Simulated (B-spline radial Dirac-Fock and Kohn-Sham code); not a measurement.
**EELS cross sections of the Ca L1 edge**

System: the free calcium atom, configuration 1s2 2s2 2p6 3s2 3p6 4s2. Calculated with a radial B-spline solver, using the first Born approximation with generalised oscillator strengths from a Dirac-Hartree-Slater potential (longitudinal and transverse terms; continuum final states only, so no white lines or fine structure). The edge is taken at 438.4 eV (tabulated value).

Partial cross sections σ(β, Δ) in barn, integrated over a window Δ above the edge and up to the collection semi-angle β, for parallel illumination:

| E₀ (kV) | β (mrad) | Δ = 25 eV | Δ = 50 eV | Δ = 100 eV | Δ = 200 eV | Δ = 300 eV |
| --- | --- | --- | --- | --- | --- | --- |
| 60 | 10 | 327 | 608 | 1050 | 1610 | 1930 |
| 80 | 5 | 170 | 314 | 537 | 813 | 963 |
| 80 | 10 | 323 | 602 | 1040 | 1620 | 1960 |
| 80 | 20 | 508 | 951 | 1660 | 2610 | 3190 |
| 80 | 50 | 788 | 1480 | 2610 | 4150 | 5120 |
| 100 | 10 | 316 | 590 | 1030 | 1600 | 1940 |
| 120 | 5 | 184 | 343 | 592 | 909 | 1090 |
| 120 | 10 | 308 | 577 | 1010 | 1580 | 1920 |
| 200 | 5 | ? | ? | ? | ? | ? |
| 200 | 20 | 399 | 748 | 1320 | 2090 | 2570 |
| 200 | 100 | 530 | 1010 | 1800 | 2960 | 3740 |
| 300 | 5 | 199 | 374 | 656 | 1030 | 1270 |
| 300 | 10 | 280 | 526 | 926 | 1470 | 1810 |
| 300 | 50 | 441 | 836 | 1500 | 2450 | 3090 |

**Question.** Give the row for 200 kV and 5 mrad.

**Answer.** 193 b for 25 eV, 362 b for 50 eV, 630 b for 100 eV, 985 b for 200 eV, 1200 b for 300 eV.
